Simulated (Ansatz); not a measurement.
Born–Oppenheimer molecular dynamics of C₂H₇BO (11 atoms, charge 0, multiplicity 1). It starts from a relaxed structure.

Method: RKS PBE/6-31G (Ansatz).

| Property | Result |
| --- | --- |
| ensemble | NVT, Nosé–Hoover chain |
| time step | 0.5 fs |
| steps asked | 300 |
| set temperature | 1000 K |
| thermostat | time constant 50 fs, chain length 1 |
| seed | 913921 |

Frames 1 fs apart, positions in Å, forces in eV/Å.

Velocities at 40.0 fs (Å/ps):

```
B 10.21 -3.23 5.81
O -4.86 4.98 -5.72
H 2.44 -9.04 -1.72
C 5.50 -5.48 -5.08
H 33.56 2.10 -14.29
H -20.28 10.98 49.68
H -6.29 2.64 4.38
C -9.33 4.13 4.24
H 7.37 -11.90 -6.23
H 10.94 -46.05 4.59
H -14.56 22.94 1.92
```

```xyz
11
Properties=species:S:1:pos:R:3:forces:R:3 time_fs=40.0 energy_less_start_eV=0.663 T=588
B -0.019 -0.090 -0.018 0.53 -0.20 0.21
O 0.038 -0.117 1.391 -0.35 -0.49 -0.25
H -0.819 -0.395 1.807 0.23 0.32 0.07
C 1.338 0.053 -0.784 -0.16 1.07 -0.49
H 1.247 -0.367 -1.819 0.41 -0.35 0.65
H 1.537 1.141 -1.012 -0.06 -0.37 0.37
H 2.164 -0.303 -0.159 0.37 -0.25 -0.35
C -1.339 -0.121 -0.842 -1.41 -0.36 1.44
H -2.057 -1.003 -0.604 1.45 0.19 -1.51
H -2.033 0.543 -0.286 0.16 1.19 -0.53
H -1.063 0.241 -1.867 -1.17 -0.76 0.37
11
Properties=species:S:1:pos:R:3:forces:R:3 time_fs=41.0 energy_less_start_eV=0.662 T=597
B -0.009 -0.093 -0.012 0.04 -0.31 -0.50
O 0.034 -0.112 1.385 -0.16 -0.51 0.12
H -0.816 -0.402 1.806 0.17 0.35 0.06
C 1.343 0.048 -0.790 -0.28 1.10 -0.30
H 1.283 -0.366 -1.830 0.31 -0.19 0.73
H 1.517 1.150 -0.961 0.03 -0.40 0.16
H 2.160 -0.302 -0.157 0.55 -0.30 -0.26
C -1.349 -0.118 -0.838 -0.20 -1.05 0.84
H -2.043 -1.014 -0.618 1.36 0.08 -1.48
H -2.023 0.503 -0.283 -0.68 2.03 0.14
H -1.083 0.261 -1.863 -1.13 -0.80 0.49
11
Properties=species:S:1:pos:R:3:forces:R:3 time_fs=42.0 energy_less_start_eV=0.623 T=640
B 0.002 -0.097 -0.007 -0.42 -0.39 -1.17
O 0.029 -0.107 1.379 0.10 -0.49 0.46
H -0.810 -0.406 1.805 0.03 0.35 0.08
C 1.349 0.044 -0.795 -0.26 1.05 0.09
H 1.322 -0.367 -1.834 0.18 -0.05 0.66
H 1.496 1.155 -0.908 0.11 -0.38 -0.07
H 2.160 -0.304 -0.156 0.61 -0.30 -0.22
C -1.359 -0.115 -0.832 0.83 -1.40 0.42
H -2.016 -1.025 -0.645 1.09 -0.13 -1.33
H -2.018 0.483 -0.279 -1.30 2.49 0.66
H -1.114 0.273 -1.854 -0.97 -0.73 0.41
11
Properties=species:S:1:pos:R:3:forces:R:3 time_fs=43.0 energy_less_start_eV=0.517 T=741
B 0.012 -0.101 -0.002 -0.82 -0.43 -1.75
O 0.023 -0.103 1.373 0.39 -0.46 0.74
H -0.805 -0.407 1.805 -0.14 0.32 0.12
C 1.354 0.041 -0.801 -0.12 0.93 0.66
H 1.362 -0.369 -1.832 0.03 0.04 0.44
H 1.477 1.157 -0.855 0.20 -0.32 -0.30
H 2.167 -0.308 -0.158 0.54 -0.24 -0.23
C -1.368 -0.112 -0.826 1.25 -1.11 0.54
H -1.978 -1.037 -0.686 0.69 -0.40 -1.06
H -2.026 0.486 -0.269 -1.31 2.23 0.69
H -1.155 0.278 -1.842 -0.73 -0.55 0.15
11
Properties=species:S:1:pos:R:3:forces:R:3 time_fs=44.0 energy_less_start_eV=0.396 T=854
B 0.021 -0.105 0.001 -1.15 -0.44 -2.21
O 0.018 -0.099 1.368 0.66 -0.43 0.97
H -0.801 -0.405 1.806 -0.30 0.30 0.14
C 1.359 0.038 -0.806 0.11 0.76 1.32
H 1.404 -0.370 -1.826 -0.11 0.10 0.12
H 1.459 1.156 -0.805 0.29 -0.24 -0.51
H 2.179 -0.315 -0.162 0.37 -0.14 -0.27
C -1.377 -0.111 -0.820 1.06 -0.30 1.15
H -1.933 -1.053 -0.737 0.24 -0.65 -0.72
H -2.046 0.510 -0.252 -0.75 1.30 0.24
H -1.203 0.277 -1.828 -0.43 -0.27 -0.24
11
Properties=species:S:1:pos:R:3:forces:R:3 time_fs=45.0 energy_less_start_eV=0.357 T=901
B 0.030 -0.110 0.002 -1.44 -0.42 -2.51
O 0.014 -0.095 1.364 0.83 -0.42 1.15
H -0.800 -0.400 1.808 -0.37 0.30 0.12
C 1.364 0.036 -0.810 0.37 0.57 1.92
H 1.444 -0.371 -1.818 -0.24 0.14 -0.21
H 1.444 1.153 -0.759 0.37 -0.14 -0.68
H 2.194 -0.323 -0.169 0.16 -0.03 -0.30
C -1.385 -0.110 -0.812 0.60 0.51 1.78
H -1.885 -1.075 -0.795 -0.12 -0.70 -0.35
H -2.073 0.546 -0.233 -0.04 0.16 -0.32
H -1.255 0.274 -1.816 -0.13 0.03 -0.60
11
Properties=species:S:1:pos:R:3:forces:R:3 time_fs=46.0 energy_less_start_eV=0.418 T=863
B 0.037 -0.115 0.001 -1.68 -0.37 -2.64
O 0.010 -0.092 1.360 0.90 -0.44 1.27
H -0.802 -0.392 1.812 -0.35 0.32 0.05
C 1.370 0.034 -0.812 0.59 0.36 2.31
H 1.483 -0.370 -1.813 -0.35 0.21 -0.44
H 1.433 1.148 -0.719 0.44 -0.05 -0.82
H 2.211 -0.332 -0.178 -0.03 0.07 -0.29
C -1.392 -0.109 -0.803 0.15 0.89 1.96
H -1.838 -1.104 -0.858 -0.29 -0.43 0.04
H -2.101 0.585 -0.217 0.50 -0.83 -0.72
H -1.309 0.272 -1.810 0.13 0.28 -0.72
11
Properties=species:S:1:pos:R:3:forces:R:3 time_fs=47.0 energy_less_start_eV=0.539 T=772
B 0.043 -0.121 -0.003 -1.87 -0.29 -2.59
O 0.006 -0.088 1.357 0.88 -0.48 1.32
H -0.807 -0.381 1.816 -0.25 0.36 -0.07
C 1.376 0.033 -0.813 0.75 0.13 2.40
H 1.518 -0.367 -1.811 -0.47 0.30 -0.51
H 1.425 1.142 -0.687 0.50 0.04 -0.90
H 2.228 -0.340 -0.191 -0.16 0.13 -0.22
C -1.399 -0.107 -0.793 -0.16 0.80 1.52
H -1.794 -1.137 -0.920 -0.33 0.13 0.45
H -2.124 0.616 -0.208 0.77 -1.51 -0.87
H -1.362 0.272 -1.811 0.33 0.38 -0.53
11
Properties=species:S:1:pos:R:3:forces:R:3 time_fs=48.0 energy_less_start_eV=0.673 T=668
B 0.048 -0.127 -0.009 -2.01 -0.19 -2.38
O 0.003 -0.085 1.354 0.83 -0.52 1.28
H -0.815 -0.366 1.819 -0.12 0.40 -0.20
C 1.382 0.031 -0.811 0.85 -0.09 2.18
H 1.550 -0.361 -1.815 -0.59 0.42 -0.40
H 1.423 1.137 -0.663 0.53 0.11 -0.94
H 2.244 -0.346 -0.205 -0.22 0.15 -0.09
C -1.407 -0.104 -0.781 -0.28 0.47 0.59
H -1.752 -1.169 -0.978 -0.34 0.76 0.86
H -2.140 0.632 -0.206 0.82 -1.88 -0.81
H -1.413 0.275 -1.816 0.52 0.36 -0.09
11
Properties=species:S:1:pos:R:3:forces:R:3 time_fs=49.0 energy_less_start_eV=0.787 T=580
B 0.050 -0.133 -0.017 -2.09 -0.05 -2.04
O 0.001 -0.082 1.353 0.79 -0.55 1.12
H -0.824 -0.347 1.820 -0.02 0.40 -0.30
C 1.390 0.030 -0.808 0.87 -0.25 1.75
H 1.575 -0.351 -1.822 -0.71 0.53 -0.18
H 1.425 1.133 -0.648 0.54 0.16 -0.93
H 2.257 -0.352 -0.221 -0.19 0.13 0.08
C -1.415 -0.101 -0.769 -0.17 0.05 -0.53
H -1.713 -1.194 -1.029 -0.38 1.24 1.21
H -2.149 0.631 -0.212 0.66 -1.94 -0.56
H -1.459 0.282 -1.823 0.70 0.27 0.39
11
Properties=species:S:1:pos:R:3:forces:R:3 time_fs=50.0 energy_less_start_eV=0.855 T=531
B 0.051 -0.139 -0.027 -2.11 0.13 -1.58
O -0.001 -0.080 1.352 0.81 -0.56 0.84
H -0.834 -0.325 1.819 0.01 0.38 -0.34
C 1.398 0.029 -0.804 0.80 -0.31 1.22
H 1.595 -0.336 -1.831 -0.80 0.59 0.05
H 1.433 1.130 -0.642 0.52 0.18 -0.87
H 2.269 -0.356 -0.235 -0.11 0.06 0.25
C -1.423 -0.098 -0.757 0.22 -0.45 -1.64
H -1.678 -1.207 -1.068 -0.48 1.49 1.45
H -2.151 0.612 -0.224 0.27 -1.70 -0.12
H -1.498 0.292 -1.825 0.87 0.18 0.75
11
Properties=species:S:1:pos:R:3:forces:R:3 time_fs=51.0 energy_less_start_eV=0.873 T=523
B 0.050 -0.145 -0.039 -2.06 0.34 -1.05
O -0.003 -0.078 1.351 0.87 -0.56 0.47
H -0.843 -0.298 1.814 -0.02 0.33 -0.33
C 1.407 0.027 -0.798 0.65 -0.25 0.72
H 1.606 -0.315 -1.839 -0.84 0.56 0.23
H 1.445 1.129 -0.644 0.48 0.16 -0.76
H 2.280 -0.359 -0.248 -0.01 -0.02 0.41
C -1.430 -0.095 -0.746 0.91 -1.05 -2.64
H -1.647 -1.206 -1.094 -0.59 1.49 1.56
H -2.151 0.576 -0.237 -0.37 -1.14 0.49
H -1.530 0.303 -1.821 0.99 0.13 0.91
```

Of the whole run (150 fs, mean temperature of the second half 1363 K): The conserved energy stayed within 1.3 meV per atom of its start (net change 0.78 meV per atom), so the integration is sound. The mean temperature of the second half is 36 % above the set value. A run of 0.15 ps of so small a system gives no equilibrium averages. Limits of this set-up: no polarisation functions.

Time of the run: 8.7 min on 1 thread of Arm Neoverse V2, on a shared host, peak memory 0.097 GiB.
